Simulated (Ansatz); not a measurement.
A nudged elastic band was laid between two geometries of Cl4H4NOTa (11 atoms, charge 0, multiplicity 1).

Computed with RKS PBE/def2-SVP in Ansatz.

```yaml
movable_images: 7
climbing_image: yes
spring: 5.0 eV/Å²
optimiser: quadratic models (default)
start_path: through a guess of the saddle point
force_threshold: 0.03 eV/Å
iteration_limit: 60
end_points: relaxed
```

Image 0:

```xyz
11
Properties=species:S:1:pos:R:3
Ta 0.108 0.014 0.193
O 1.856 -0.754 0.356
H 2.321 -1.177 1.099
Cl -0.028 -0.326 2.566
Cl 0.661 0.931 -1.905
Cl -1.815 1.404 0.404
Cl -1.032 -1.867 -0.526
N 1.172 2.012 0.898
H 1.281 2.017 1.923
H 0.598 2.829 0.648
H 2.102 2.137 0.473
```

Image 8:

```xyz
11
Properties=species:S:1:pos:R:3
Ta -0.069 0.553 0.365
O 2.156 -0.232 0.406
H 2.042 -1.167 0.113
Cl 0.125 0.041 2.683
Cl 0.469 1.172 -1.830
Cl -2.331 0.997 0.341
Cl -0.247 -1.787 -0.238
N 0.703 2.318 0.881
H 0.861 2.630 1.846
H 1.097 2.991 0.213
H 2.420 -0.297 1.348
```

(1) Which bonds break or form, and what moves?

(2) Give the energies along the band, and the barrier.

(3) What is the geometry of the highest image?

(4) What are the harmonic wavenumbers there?

Answers

(1) Bonds broken: N8–H11. Bonds formed: O2–H11.

(2) The forces met the threshold. The highest image is number 5 of 0 to 8, 1.17 eV above the first end and 0.34 eV above the last; the last end lies 0.82 eV above the first. A vibrational analysis at the climbing image gives one clearly imaginary mode, 831i cm⁻¹: a first-order saddle point. The orbitals stay closed-shell, which can raise the energy where a bond breaks towards radicals; this wasn't checked here.

| image | path coordinate (Å) | energy (eV) | N8–H11 (Å) | O2–H11 (Å) |
| --- | --- | --- | --- | --- |
| 0 | 0.00 | 0.00 | 1.03 | 2.90 |
| 1 | 0.55 | 0.00 | 1.03 | 2.78 |
| 2 | 1.09 | 0.03 | 1.03 | 2.59 |
| 3 | 1.64 | 0.14 | 1.03 | 2.19 |
| 4 | 2.18 | 0.49 | 1.06 | 1.68 |
| 5 | 2.73 | 1.17 | 1.41 | 1.15 |
| 6 | 3.45 | 0.93 | 2.26 | 0.98 |
| 7 | 4.17 | 0.86 | 2.79 | 0.98 |
| 8 | 4.89 | 0.82 | 3.16 | 0.98 |

(3) 
```xyz
11
Properties=species:S:1:pos:R:3
Ta -0.129 0.342 0.269
O 1.995 -0.247 0.384
H 2.312 -1.012 0.901
Cl -0.254 -0.128 2.588
Cl 0.312 1.217 -1.862
Cl -2.266 1.235 0.298
Cl -0.410 -1.870 -0.407
N 1.190 1.912 0.940
H 1.057 2.259 1.898
H 1.359 2.700 0.303
H 2.059 0.812 0.816
```

(4) 831i, 67, 98, 103, 134, 140, 155, 180, 225, 318, 338, 352, 377, 384, 392, 443, 552, 640, 709, 736, 747, 1373, 1453, 1843, 3433, 3537, 3730 cm⁻¹.

Run time: 3.7 min on 4 threads of Intel(R) Xeon(R) 6975P-C (Granite Rapids), on a shared host, peak memory 0.28 GiB.
